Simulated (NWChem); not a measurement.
System: C$_{4}$H$_{6}$Si; SMILES C([SiH2]C#C)=C

```xyz
11

C      0.7058     2.6935     0.0746
C      0.1070     1.6342     0.0444
Si    -0.7829     0.0250    -0.0097
C      0.3852    -1.3608    -0.4619
C      0.5863    -2.4315     0.3147
H      1.2336     3.6305     0.1027
H     -1.3770    -0.2554     1.3310
H     -1.8778     0.1516    -1.0188
H      0.9279    -1.2972    -1.4144
H      0.0786    -2.5521     1.2786
H      1.2690    -3.2389     0.0263
```
Atoms are numbered in this order, from 1.

Computed with NWChem. Medium grid unless said otherwise, to which SCAN and Minnesota functionals are sensitive. Geometry: optimised at PBE0/def2-SVP. Total energies of different functionals are on different scales.

```
level            energy (Ha)  highest occupied level (eV)  orbital gap (eV)  dipole (D)
---------------  -----------  ---------------------------  ----------------  ----------
PBE/def2-SVP       -444.8628                        -6.76              5.25        0.74
B3LYP/def2-SVP     -445.2559                        -7.68              7.01        0.73
TPSSh/def2-SVP     -445.2691                            ?                 ?        0.75
M06-2X/def2-SVP    -445.1364                        -9.16              9.60        0.70
PBE0/def2-SVP      -444.9108                        -7.97              7.45        0.74
BLYP/def2-SVP      -445.1502                        -6.54              5.24        0.72
```

**Question.** Complete the blanks.

**Answer.** 
- TPSSh/def2-SVP, highest occupied level (eV): -7.27
- TPSSh/def2-SVP, orbital gap (eV): 6.33
